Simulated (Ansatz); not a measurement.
One change: `[F][AlH][CH](F)[SiH3]` becomes `F[CH]([SiH3])[GeH3]`.

Ansatz, PBE0-D4/def2-TZVP geometries, multiplicity 1. Each molecule was computed in one conformer, which needn't be the lowest.

Scalar relativity is left out up to krypton.

| property | `[F][AlH][CH](F)[SiH3]` |
| --- | --- |
| LUMO energy (B3LYP/def2-TZVPP) / eV | -1.50 |
| LUMO energy (PBE0/def2-TZVPP) / eV | -1.26 |
| size of the dipole moment (ωB97M-V/def2-TZVPP) / D | 0.52 |
| size of the dipole moment (B3LYP/def2-TZVPP) / D | 0.52 |
| HOMO–LUMO gap (PBE/def2-TZVPP) / eV | 4.59 |
| HOMO–LUMO gap (PBE0/def2-TZVPP) / eV | 6.73 |

(1) Give the same properties after the change, and the shifts. (Estimate.)

Answers

(1) Computed: 
| property | `F[CH]([SiH3])[GeH3]` | shift |
| --- | --- | --- |
| LUMO energy (B3LYP/def2-TZVPP) / eV | -0.03 | 1.47 |
| LUMO energy (PBE0/def2-TZVPP) / eV | 0.20 | 1.46 |
| size of the dipole moment (ωB97M-V/def2-TZVPP) / D | 1.37 | 0.85 |
| size of the dipole moment (B3LYP/def2-TZVPP) / D | 1.36 | 0.84 |
| HOMO–LUMO gap (PBE/def2-TZVPP) / eV | 6.19 | 1.60 |
| HOMO–LUMO gap (PBE0/def2-TZVPP) / eV | 8.39 | 1.66 |

With PBE0 the HOMO falls by 0.20 eV and the LUMO rises by 1.46 eV, so the gap widens by about 1.66 eV. PBE moves the HOMO by -0.23 eV and ωB97M-V by -0.19 eV. Dipoles are sizes alone; their direction can turn.

B3LYP here is the variant with VWN-RPA as its local correlation; programs differ in this.
